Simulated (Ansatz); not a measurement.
One elementary step

Start structure (SiH$_{5}$O$_{3}$F, closed shell), relaxed at PBE0-D4/def2-TZVP:

```json
{"atom": "Si1", "x (Å)": "-0.3042", "y (Å)": "0.5052", "z (Å)": "0.3739"}
{"atom": "F2", "x (Å)": "1.2088", "y (Å)": "0.8049", "z (Å)": "-0.0363"}
{"atom": "O3", "x (Å)": "-0.4569", "y (Å)": "-1.0856", "z (Å)": "0.6293"}
{"atom": "O4", "x (Å)": "-1.2807", "y (Å)": "0.9783", "z (Å)": "-0.8265"}
{"atom": "O5", "x (Å)": "-0.6692", "y (Å)": "1.3285", "z (Å)": "1.7196"}
{"atom": "H6", "x (Å)": "1.3966", "y (Å)": "-2.2593", "z (Å)": "-1.8087"}
{"atom": "H7", "x (Å)": "1.6992", "y (Å)": "-1.6452", "z (Å)": "-1.5086"}
{"atom": "H8", "x (Å)": "-0.0879", "y (Å)": "-1.6793", "z (Å)": "-0.0266"}
{"atom": "H9", "x (Å)": "-1.3310", "y (Å)": "1.9119", "z (Å)": "-1.0339"}
{"atom": "H10", "x (Å)": "-0.1748", "y (Å)": "1.1405", "z (Å)": "2.5180"}
```

The step: SiH₃O₃F ([OH][Si]([OH])([OH])[F]) + H₂ → SiH₄O₃ ([OH][SiH]([OH])[OH]) + HF; bonds formed: Si1–H7, F2–H6; bonds broken: Si1–F2, H6–H7. Ansatz 0.2.0; basis: def2-TZVPP and def2-QZVPP; cores frozen in the correlated methods. Extrapolation: Hartree–Fock as exp(−7.88 √X), correlation as X^−2.97. Energies below are by CCSD(T) at an estimated basis limit (MP2 extrapolated from triple and quadruple zeta, plus CCSD(T) − MP2 in triple zeta).

(1) What are the electronic barrier and the energy of the step, from the start structure to the end structure? (An estimate is asked for; the value comes from the calculation.)

T1 diagnostic: at most 0.013.

## Answers

(1) The calculation gives: Barrier 2.633 eV; step energy 1.328 eV (uphill); reverse barrier, their difference, 1.305 eV. Barrier and step energy count from the start structure, the reverse barrier from the end structure.

The saddle point: One imaginary mode of 872i cm⁻¹.
| pair | start (Å) | saddle (Å) | end (Å) |
| --- | --- | --- | --- |
| Si1–H7 | 3.49 | 1.69 | 1.49 |
| F2–H6 | 3.54 | 1.25 | 0.93 |
| Si1–F2 | 1.60 | 2.04 | 3.28 |
| H6–H7 | 0.75 | 0.94 | 1.88 |

Zero-point energy (harmonic, PBE0-D4): ZPE is 1.576 eV at the start and 1.705 eV at the saddle, so the barrier goes from 2.633 to 2.762 eV.

Labels in which every atom is bracketed show which atoms are joined, not bond orders.

For scale, one of the runs: CCSD(T)/def2-TZVPP, 236 basis functions, launched by `ansatz run in.yaml --threads 4 --pin off --events-out ev --progress --plain --max-ram 9574MiB`. Time: 2.1 min of wall clock on 4 CPU threads of an Arm Neoverse V2; the host was shared. Peak host memory: 4.7 GiB.
